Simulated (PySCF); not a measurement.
Ionisation energy of In⁺ by level of theory

In⁺ [Kr] 4d10 5s2 (1S) → In²⁺ [Kr] 4d10 5s1 (2S), as a difference of total energies. All numbers are calculated (PySCF 2.14, scalar relativity through the core potential, in def2-QZVPPD with the def2 core potential (28 electrons)). Correlated levels: valence: 4s2 4p6 4d10 frozen. The calculations carry no spin-orbit coupling.

Problem. Order these methods by the ionisation energy they give, lowest first.
A. CCSD (valence)
B. UHF
C. MP2 (valence)
D. SCS-MP2 (valence)

Solution. B (17.009 eV), C (17.674 eV), D (17.807 eV), A (17.914 eV).

Errors of the correlated levels include the incompleteness of this basis and the frozen core.

With two correlated electrons CCSD is exact in that space.

For comparison: 18.870 eV (measured; NIST Atomic Spectra Database, ionization energies).
